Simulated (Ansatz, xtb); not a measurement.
## Two isomers of F3GaH3P

We compare I, `F[PH2+][GaH-]([F])[F]`, a singlet, with II, `[F][GaH2-][PH+](F)F`, a singlet. Both are isolated molecules in the gas phase, relaxed with PBE0-D4/def2-SVP; the shapes shown needn't be the lowest conformers.

I (Å):

| atom | x (Å) | y (Å) | z (Å) |
| --- | --- | --- | --- |
| F | -1.3561 | -0.9831 | -1.7509 |
| F | 0.7056 | 1.8040 | 0.3215 |
| F | 1.5131 | -0.7146 | 1.5516 |
| Ga | 0.1814 | 0.4163 | 1.3746 |
| P | -0.5250 | 0.1550 | -0.9749 |
| H | -1.2054 | 1.3190 | -1.4036 |
| H | 0.6395 | 0.2373 | -1.7726 |
| H | -0.8874 | 0.6405 | 2.4701 |

II (Å):

```xyz
8

F     1.1261   -0.7500   -0.4566
F     0.3979    1.8028   -3.4429
F     2.0524    0.0879   -2.9611
Ga    1.2679    0.9855    0.1318
P     0.7767    0.7556   -2.2943
H     2.7494    1.4533    0.2554
H    -0.0313    1.4650    0.8512
H    -0.2045   -0.2304   -2.5619
```

Energies in hartree; the thermal terms are from PBE0-D4/def2-SVP harmonic frequencies (ideal gas, rigid rotor, one conformer each, 298.15 K, 1 atm) and include the zero-point energy:

|  | I | II |
| --- | --- | --- |
| E, CCSD(T)/def2-SVP | −2564.480176 | −2564.449071 |
| E, MP2/def2-SVP | −2564.443034 | −2564.411144 |
| E, MP2/def2-TZVPP | −2565.452548 | −2565.430834 |
| zero-point energy | 0.033647 | 0.032568 |
| H(298 K) − E | 0.042266 | 0.041023 |
| G(298 K) − E | 0.000419 | −0.000530 |

Task: Correct the CCSD(T) difference for the basis set by the MP2 change, then work out ΔE, ΔE₀, ΔH and ΔG for I → II in kcal/mol (1 Eh = 627.51 kcal/mol) and the equilibrium ratio [II]/[I].

Result: 1. Differences II − I: CCSD(T) +0.031105, MP2 in the small set +0.031890, MP2 in the large set +0.021714 Eh.
2. ΔE = +0.031105 + (+0.021714 − (+0.031890)) = +0.020929 Eh = +13.13 kcal/mol.
3. ΔE₀ = ΔE + ΔZPE = +0.020929 + (−0.001079) Eh = +12.46 kcal/mol.
4. ΔH = ΔE + (−0.001243) Eh = +12.35 kcal/mol.
5. ΔG = ΔE + (−0.000949) Eh = +12.54 kcal/mol, so ΔS = (ΔH − ΔG)/T = −2.6 J/(mol K).
6. kT = 0.9442 mEh, so K = [II]/[I] = exp(−ΔG/kT) = exp(−21.16) ≈ 6.5 × 10^−10.

Structure I is favoured at this temperature. An error of 1 kcal/mol in ΔG would change K by a factor of 5.4. The basis-set step is large, which makes the value less sure. Mirror images and further conformers aren't counted.

As drawn, II has 1 F–P, 1 Ga–H in place of 1 F–Ga, 1 P–H.

Other levels gave ΔE = +16.1 (PBE0-D4/def2-SVP); +20.4 (HF/def2-SVP); +20.0 (MP2/def2-SVP); +19.5 (CCSD(T)/def2-SVP) kcal/mol. The correlated steps freeze 17 core orbitals; the filled d shell of Ga is correlated, in a basis made for valence electrons. Programs: Ansatz 0.2.0.
